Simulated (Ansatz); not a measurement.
`C#[C][GeH2][CH3]` + `[Cl][Ge]([Cl])([Cl])[SeH]` → `[CH3][GeH2][SeH]` + `C#[C][Ge]([Cl])([Cl])[Cl]` at 700 K and 1 bar (redistribution).

Gas-phase electronic energies from Ansatz, PBE0-D4/def2-TZVP geometries. CCSD(T)/CBS adds triple-zeta CCSD(T) − MP2 to the extrapolated MP2 energy (def2 sets, frozen cores). For Ge, Se outer-core shells are correlated without core-valence functions, which leaves a few kJ/mol of doubt a bond. Scalar relativity is left out up to krypton. One conformer a species, not always the lowest.

| species | CCSD(T)/CBS energy (Eh) | H − E (kJ/mol) | S (J/(mol·K)) |
| --- | --- | --- | --- |
| `C#[C][GeH2][CH3]` | -2193.82018 | 260.0 | 440.4 |
| `[Cl][Ge]([Cl])([Cl])[SeH]` | -5856.90733 | 104.6 | 498.7 |
| `[CH3][GeH2][SeH]` | -4518.50643 | 226.8 | 441.3 |
| `C#[C][Ge]([Cl])([Cl])[Cl]` | -3532.21859 | 137.6 | 488.8 |

H − E and S are ideal-gas, rigid-rotor, harmonic terms from PBE0-D4/def2-TZVP, for one conformer and one mirror image of each species. 1 Eh = 2625.50 kJ/mol, R = 8.31446 J/(mol·K).

Task: By hand: ΔE, ΔH, ΔS and ΔG.

Result: ΔE = (-4518.50643) + (-3532.21859) − (-2193.82018) − (-5856.90733) = 0.00249 Eh = 6.5 kJ/mol. Δ(H − E) = 226.8 + 137.6 − 260.0 − 104.6 = -0.2, so ΔH = 6.3 kJ/mol. ΔS = 441.3 + 488.8 − 440.4 − 498.7 = -9.0 J/(mol·K). ΔG = 6.3 − 700 × (-9.0)/1000 = 12.6 kJ/mol.

Task: By hand: the equilibrium constant, and the temperature at which ΔG would vanish if ΔH and ΔS stayed fixed.

Result: log₁₀ K = −ΔG/(RT ln 10) = -0.9. ΔH and −TΔS have one sign here, so there is no such temperature.

TΔS isn't small against ΔH here. A doubt of 5 kJ/mol in ΔE shifts log₁₀ K by 0.4 here. Other conformers and mirror images would add mixing entropy, several J/(mol·K) or more a flexible species. These are equilibria of isolated gas molecules and say nothing of rates. Largest T1 diagnostic: 0.012 (customary marks: 0.02 for closed shells, 0.045 for open ones).

ΔS is within the doubt of such terms, so its sign, and with it that verdict, could turn.
